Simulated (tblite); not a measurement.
Species: C5H6ClF3.
Numbering: `[CH3:1][CH2:2][C@@H:3]1[C:4]([F:5])([F:6])[C@:7]1([F:8])[Cl:9]` (hydrogens: H10, H11, H12 on C1; H13, H14 on C2; H15 on C3)

Computed with GFN2-xTB (tblite), gas phase: L-BFGS steps from a force-field or distance-geometry start until the largest atomic force falls under 0.01 eV/Å.

Step 9: E = -883.8940 eV
```
atom  x, y, z in Å  |  force x, y, z in eV/Å
C1     -1.9737   -0.4694    0.3264    0.020   0.005   0.008
C2     -0.8961    0.4752   -0.1945   -0.009  -0.008   0.017
C3      0.3971    0.3172    0.5753   -0.006   0.034  -0.022
C4      1.6987    0.7416   -0.0427    0.002  -0.072   0.008
F5      2.6137    1.4088    0.6782    0.003  -0.016  -0.028
F6      1.7271    1.1904   -1.3084    0.012   0.007   0.057
C7      1.4397   -0.7178    0.2125    0.006   0.015  -0.032
F8      2.1137   -1.3004    1.2318   -0.014   0.005   0.022
Cl9     1.2283   -1.8352   -1.1176   -0.034   0.063   0.002
H10    -2.9000   -0.3103   -0.2186    0.010  -0.011   0.006
H11    -1.6712   -1.5056    0.2003    0.013   0.017  -0.005
H12    -2.1572   -0.2875    1.3823   -0.021  -0.016   0.007
H13    -1.2237    1.5115   -0.0770   -0.018  -0.030  -0.040
H14    -0.7198    0.2933   -1.2564    0.024  -0.004   0.049
H15     0.3189    0.4962    1.6442    0.010   0.010  -0.048
```

Step 10: E = -883.8947 eV
```
atom  x, y, z in Å  |  force x, y, z in eV/Å
C1     -1.9737   -0.4692    0.3265    0.018   0.002   0.012
C2     -0.8966    0.4761   -0.1932    0.000  -0.007   0.005
C3      0.3978    0.3196    0.5761   -0.020   0.007  -0.024
C4      1.7000    0.7403   -0.0429   -0.004  -0.026   0.013
F5      2.6148    1.4076    0.6771    0.026  -0.006  -0.006
F6      1.7294    1.1902   -1.3075    0.004   0.007   0.031
C7      1.4403   -0.7169    0.2124   -0.030  -0.014  -0.034
F8      2.1126   -1.3003    1.2319   -0.009  -0.001   0.020
Cl9     1.2265   -1.8335   -1.1193   -0.029   0.068   0.017
H10    -2.9005   -0.3122   -0.2179    0.008   0.001  -0.004
H11    -1.6707   -1.5046    0.1997    0.023  -0.002  -0.003
H12    -2.1583   -0.2885    1.3819   -0.020  -0.011   0.025
H13    -1.2276    1.5119   -0.0807   -0.001  -0.031  -0.025
H14    -0.7185    0.2916   -1.2540    0.023  -0.004   0.030
H15     0.3201    0.4959    1.6456    0.014   0.019  -0.057
```

Step 11: E = -883.8951 eV
```
atom  x, y, z in Å  |  force x, y, z in eV/Å
C1     -1.9735   -0.4690    0.3269    0.007  -0.006   0.015
C2     -0.8969    0.4766   -0.1922    0.005  -0.007  -0.005
C3      0.3980    0.3214    0.5761   -0.019  -0.015  -0.018
C4      1.7009    0.7390   -0.0427   -0.003   0.019   0.012
F5      2.6160    1.4064    0.6761    0.037  -0.003   0.014
F6      1.7311    1.1903   -1.3063   -0.001   0.008   0.001
C7      1.4401   -0.7165    0.2120   -0.047  -0.027  -0.012
F8      2.1116   -1.3002    1.2323   -0.012  -0.005   0.012
Cl9     1.2245   -1.8309   -1.1203   -0.027   0.054   0.011
H10    -2.9006   -0.3136   -0.2174    0.009   0.007  -0.009
H11    -1.6699   -1.5039    0.1992    0.027  -0.014   0.000
H12    -2.1595   -0.2895    1.3821   -0.015  -0.009   0.031
H13    -1.2304    1.5117   -0.0839    0.006  -0.020  -0.011
H14    -0.7170    0.2903   -1.2517    0.019  -0.008   0.004
H15     0.3212    0.4960    1.6456    0.013   0.026  -0.044
```

**Question.** Estimate the geometry and energy of step 12. (The exact step hangs on the optimiser's Hessian estimate; all steps are aligned on step 11, rigid shifts and turns removed.)

**Answer.** E = -883.8955 eV, largest force 0.049 eV/Å
```
atom  x, y, z in Å  |  force x, y, z in eV/Å
C1     -1.9732   -0.4691    0.3275   -0.002  -0.014   0.015
C2     -0.8972    0.4768   -0.1915    0.005  -0.008  -0.013
C3      0.3979    0.3227    0.5757   -0.010  -0.023  -0.007
C4      1.7015    0.7382   -0.0423    0.000   0.044   0.007
F5      2.6177    1.4053    0.6755    0.035  -0.008   0.025
F6      1.7325    1.1904   -1.3051   -0.004   0.008  -0.021
C7      1.4392   -0.7165    0.2115   -0.042  -0.019   0.016
F8      2.1104   -1.3002    1.2326   -0.019  -0.008   0.002
Cl9     1.2224   -1.8278   -1.1209   -0.027   0.030  -0.006
H10    -2.9004   -0.3146   -0.2171    0.013   0.010  -0.009
H11    -1.6687   -1.5035    0.1988    0.026  -0.019   0.005
H12    -2.1607   -0.2905    1.3828   -0.008  -0.008   0.026
H13    -1.2327    1.5111   -0.0868    0.010  -0.004   0.001
H14    -0.7154    0.2890   -1.2498    0.013  -0.013  -0.021
H15     0.3224    0.4966    1.6447    0.008   0.031  -0.019
```

The energy changes by -0.0004 eV. The first-order estimate −F·Δx gives -0.0005 eV and the mean of the old and new forces, exact on a quadratic surface, -0.0004 eV. The step makes an angle of 57° with the force vector and moves no atom by more than 0.004 Å.

The cost below is that of the whole relaxation. The run took 0.96 s on one thread, AMD EPYC (x86_64), no GPU, shared host.
